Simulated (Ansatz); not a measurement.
C3H8AlN, SMILES `C[CH2][AlH][CH]=N`, 13 atoms. Total charge 0; spin multiplicity 1. All runs use 4 threads of an AMD EPYC 9R45 on a shared host. Correlated methods freeze the cores.

Task: Give the basis size and wall time and peak host memory of each of these runs in Ansatz. RKS ωB97M-V/def2-SVP energy; RKS ωB97M-V/def2-QZVPP energy; RHF-CCSD(T)/def2-SVP energy; RKS revPBE-D4/def2-TZVPP energy; RKS PBE0-D4/def2-SVP energy; RHF-MP2/def2-QZVPP energy; RKS HSE06 (plane-wave form)-D4/def2-TZVPP energy; RKS r2SCANh-D4/def2-TZVPP energy; RKS PBE0-D4/def2-TZVP relaxation (21 steps); direct RPA on PBE orbitals/def2-TZVPP energy; RKS PBE0-D4/def2-TZVP frequencies; RKS PBE0-D4/def2-QZVPP energy. (Best estimate.)

Result: The calculation gave: Other jobs shared the machine, so times are rough.

| level | job | functions | wall time | peak host memory (GiB) |
| --- | --- | --- | --- | --- |
| RKS PBE0-D4/def2-SVP | energy | 114 | 0.45 s | 0.51 |
| RKS revPBE-D4/def2-TZVPP | energy | 278 | 0.85 s | 0.37 |
| RKS HSE06 (plane-wave form)-D4/def2-TZVPP | energy | 278 | 1.3 s | 0.73 |
| RKS ωB97M-V/def2-SVP | energy | 114 | 1.4 s | 0.51 |
| RKS r2SCANh-D4/def2-TZVPP | energy | 278 | 1.7 s | 0.71 |
| RHF-CCSD(T)/def2-SVP | energy | 114 | 1.8 s | 0.59 |
| direct RPA on PBE orbitals/def2-TZVPP | energy | 278 | 2 s | 0.72 |
| RKS PBE0-D4/def2-QZVPP | energy | 538 | 3.1 s | 2 |
| RKS ωB97M-V/def2-QZVPP | energy | 538 | 7 s | 2.4 |
| RHF-MP2/def2-QZVPP | energy | 538 | 11 s | 3.9 |
| RKS PBE0-D4/def2-TZVP | relaxation (21 steps) | 209 | 25 s | 0.57 |
| RKS PBE0-D4/def2-TZVP | frequencies | 209 | 70 s | 0.57 |
